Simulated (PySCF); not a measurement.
A geometry optimisation on `CC[O][GeH2][PH2]`.

Method: PBE0-D3(BJ)/def2-SVP geometry optimisation, gas phase (PySCF 2.14.0). Start geometry: GFN2-xTB. The command runs a driver script over a list of jobs; the input below is this job's line of settings and its coordinates in Å.

Command:
```bash
OMP_NUM_THREADS=1 python probes_run.py task.json out
```

Input:
```
{"job": {"xc": "PBE0", "basis": "def2-SVP", "d3": "d3bj", "grid": 1, "shake": 0.01, "kind": "geom"}, "charge": 0, "multiplicity": 1}
C     -2.235240     0.902890    -0.198130
C     -1.323400    -0.239720     0.074640
O     -0.008390     0.192420    -0.134870
Ge     1.483770    -0.811670    -0.014090
P      3.072430     0.738780    -0.424460
H     -3.289830     0.627700    -0.042310
H     -2.008100     1.756410     0.457900
H     -2.122440     1.266320    -1.235490
H     -1.553490    -1.069180    -0.571090
H     -1.448240    -0.583740     1.120290
H      1.463470    -1.449600     1.387130
H      1.255280    -1.997920    -0.954420
H      2.682480     0.865110    -1.760230
H      4.024560    -0.212870    -0.687680
```

Output:
```
step   0  E = -2574.16343392  max force = 0.032137
step   1  E = -2574.16978567  max force = 0.011173
step   2  E = -2574.17036201  max force = 0.001801
step   3  E = -2574.17042355  max force = 0.000690
step   4  E = -2574.17046160  max force = 0.000958
step   5  E = -2574.17048635  max force = 0.000675
step   6  E = -2574.17050893  max force = 0.000614
step   7  E = -2574.17053773  max force = 0.000660
step   8  E = -2574.17056266  max force = 0.000949
step   9  E = -2574.17057125  max force = 0.000689
step  10  E = -2574.17057070  max force = 0.000303
optimisation converged
```

Energies in Eh; «max force» is the largest Cartesian gradient component in Eh/bohr.

Give the first gradient maximum in eV/Å.

With 1 Eh/bohr = 51.422 eV/Å, 1.653 eV/Å.

How much energy does the optimisation release, in eV?

E(step 0) − E(last step) = 0.007137 Eh, which is 0.194 eV.

Main results: final energy -2574.17057 Eh after 10 steps; dipole 1.64 D.

Give the final coordinates.

0.204 Å rms from the input after alignment:
```
atom  x, y, z in Å
C1    -2.3067    0.8904    0.0656
C2    -1.2663   -0.2046    0.1172
O3    -0.0138    0.3412   -0.2138
Ge4    1.4559   -0.6667   -0.1665
P5     3.1205    0.7938   -0.8313
H6    -3.3063    0.4959    0.3036
H7    -2.0610    1.6852    0.7854
H8    -2.3359    1.3390   -0.9386
H9    -1.5402   -1.0178   -0.5860
H10   -1.2474   -0.6574    1.1301
H11    1.7020   -1.1444    1.2831
H12    1.2448   -1.8880   -1.0923
H13    2.8280    0.6281   -2.2198
H14    4.1072   -0.2428   -0.8361
```

The run took 2.3 min on one thread of an Arm Neoverse N1, shared host with 64 logical CPUs at a one-minute load of 31, and the process peaked at 0.53 GiB of memory.
Labels such as C1 count atoms from 1, the log's own numbers from 0.
